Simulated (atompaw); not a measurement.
# Building the PAW (atompaw) potential for rubidium (PBE, scalar-relativistic).

* Element: rubidium
* Generator: atompaw 4.2.0.5
* Type: PAW
* Functional: PBE
* Relativity: scalar-relativistic
* Frozen core: [Ar] 3d10
* Valence charge: 9
* Reference configuration: 4s2 4p6 4d0 5s0 5p0 (charge +1)
* Partial waves: 4s (bound): rc 2.25 bohr; 5s (bound, empty): rc 3.00 bohr; 4p (bound): rc 2.05 bohr; 5p (bound, empty): rc 3.00 bohr; 4d (bound, empty): rc 3.00 bohr; 4d channel at 0.3 Ry: rc 3.00 bohr
* Local potential: troulliermartins scheme with l = 3 at -0.5 Ry, radius 2.70 bohr
* Core correction: smooth core density matched at 2.30 bohr
* Augmentation charge: besselshape compensation charge, radius 2.40 bohr; PAW radius 3.00 bohr; waves and projectors: custom polynom2 7 10 vanderbiltortho

All-electron outer shells of the reference configuration (PBE, scalar-relativistic, ld1.x):

| shell | level (eV) | outermost node (bohr) | outermost maximum (bohr) |
| --- | --- | --- | --- |
| 3d | -109.74 | – | 0.39 |
| 4s | -37.63 | 0.62 | 1.25 |
| 4p | -21.65 | 0.64 | 1.42 |
| 5s | -6.05 | 1.77 | 3.77 |
| 4d | -3.74 | 0.70 | 2.62 |
| 5p | -3.60 | 2.13 | 4.78 |

What the tests gave:

- Cutoffs needed: 18 Ry and 21 Ry (the cutoffs (Ry, on a coarse ladder) from which the occupation-weighted sum of valence levels, in a spherical-Bessel basis at the reference potential, stays within 10 and 1 mRy of its value at 400 Ry)
- Ghost test: no extra level below or beside the all-electron valence levels (s, p, d, f tested) (spherical-Bessel basis up to 400 Ry, 20 bohr box)
- Lowest eigenvalue of the overlap operator: 0.41 (s channel)
- Overlap eigenvalues printed by atompaw (projector basis): 0.254, 0.37, 0.444, 235, 1.66e+03, 4.92e+03
- Share of each valence orbital outside the PAW sphere: 4s 1 %, 5s 82 %, 4p 4 %, 5p 93 %, 4d 58 %

Generation and tests took about 5 s on one core of a shared server CPU.
